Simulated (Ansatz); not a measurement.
Reaction (homolysis of the C–Si bond): `O[SiH](O)C[SiH](O)F` → `[CH2][SiH](O)O`• + `O[SiH]F`•

Program: Ansatz. Geometries: PBE0-D4/def2-TZVP. ΔE: electronic, gas phase. CCSD(T)/CBS is the MP2 limit (def2-TZVPP, def2-QZVPP) plus CCSD(T) − MP2 in def2-TZVPP, frozen cores. Functionals use def2-TZVPP. B3LYP here is the variant with VWN-RPA as its local correlation; programs differ in this. Open shells (•) are unrestricted, without spin–orbit coupling. Each species was taken in one conformer, which may not be the lowest.

`O[SiH](O)C[SiH](O)F`:

Z-matrix (Å, degrees):
```
Si
O 1 1.662
C 1 1.857 2 103.1
O 1 1.636 2 112.3 3 120.4
H 1 1.480 2 109.7 3 -123.4
H 2 0.959 1 117.4 3 179.4
Si 3 1.856 1 110.9 2 53.5
H 3 1.095 1 109.0 2 175.1
H 3 1.095 1 109.8 2 -66.9
H 4 0.962 1 116.3 2 -74.0
O 7 1.625 3 111.0 1 -61.9
F 7 1.614 3 104.9 1 57.2
H 7 1.475 3 116.2 1 174.3
H 11 0.967 7 113.5 3 34.2
```

`[CH2][SiH](O)O`•:

Cartesian coordinates in Å:
```
C -0.405 -1.155 0.979
Si -0.086 0.186 -0.218
O 0.356 1.508 0.654
O 1.074 -0.367 -1.242
H -0.269 -2.201 0.727
H -0.772 -0.962 1.981
H -1.277 0.565 -1.038
H 0.224 2.368 0.254
H 1.155 0.057 -2.097
```

`O[SiH]F`•:

Cartesian coordinates in Å:
```
O -0.721 0.379 0.758
Si 0.547 0.148 -0.250
F 0.115 -0.767 -1.494
H -1.490 0.857 0.441
H 1.548 -0.616 0.546
```

Q: What is ΔE at CCSD(T)/CBS? (Best estimate.)

A: Ansatz gave: +443.9 kJ/mol.

Q: What do these levels give: B3LYP-D4, ωB97X-V, ωB97M-V, B2PLYP, PBE0, B3LYP, MP2/def2-TZVPP, SCS-MP2/def2-TZVPP, CCSD/def2-TZVPP, CCSD(T)/def2-TZVPP, HF/def2-QZVPP, HF/CBS(def2)? (Estimate.)

A: Ansatz gave: B3LYP-D4 420.5, ωB97X-V 444.2, ωB97M-V 450.5, B2PLYP 417.7, PBE0 415.8, B3LYP 396.9, MP2/def2-TZVPP 449.4, SCS-MP2/def2-TZVPP 440.0, CCSD/def2-TZVPP 425.3, CCSD(T)/def2-TZVPP 436.4, HF/def2-QZVPP 311.2, HF/CBS(def2) 310.8 kJ/mol.

Largest T1 diagnostic among the species: 0.014.

In def2-TZVPP, CCSD(T) changes the Hartree–Fock value by +122.5 kJ/mol (the triples alone add +11.0 kJ/mol) and MP2 by +135.5 kJ/mol; breaking electron pairs costs correlation energy, which Hartree–Fock lacks. From PBE to PBE0 (25 % exact exchange), in def2-TZVPP and without D4, ΔE moves by +6.1 kJ/mol.
